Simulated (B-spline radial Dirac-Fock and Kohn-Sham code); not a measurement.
# Elastic and transport cross sections of gold for electrons

These are calculated numbers from a radial B-spline solver; the model is relativistic (Dirac) partial waves in the static field of the Dirac-Fock atom with Furness-McCarthy exchange, without polarisation or absorption potentials. σ_tr1 and σ_tr2 weight the cross section with 1 − P₁ and 1 − P₂ of cos θ; "backward" is the share scattered beyond 90°.

```csv
energy (eV),σ (a₀²),σ_tr1 (a₀²),σ_tr2 (a₀²),σ/σ_tr1,backward (%)
2500,5.89,1.00,0.988,5.89,7.1
2610,5.77,0.951,0.953,6.07,6.8
3000,5.39,0.805,0.849,6.70,5.9
3270,5.17,0.725,0.789,7.13,5.4
3320,5.13,0.711,0.779,7.22,5.4
4000,4.68,0.563,0.660,8.32,4.4
4960,?,?,?,?,?
5000,4.18,0.421,0.535,9.93,3.5
5170,4.11,0.403,0.518,10.2,3.4
6260,3.72,0.312,0.426,11.9,2.8
6470,3.66,0.298,0.412,12.3,2.7
10000,2.90,0.162,0.254,17.8,1.7
```

Q: Fill in the row for 4.96 keV.

A: σ = 4.20 a₀², σ_tr1 = 0.425 a₀², σ_tr2 = 0.539 a₀², σ/σ_tr1 = 9.87, backward 3.5 %. The ratio σ/σ_tr1 is roughly the number of elastic collisions that randomise the direction.
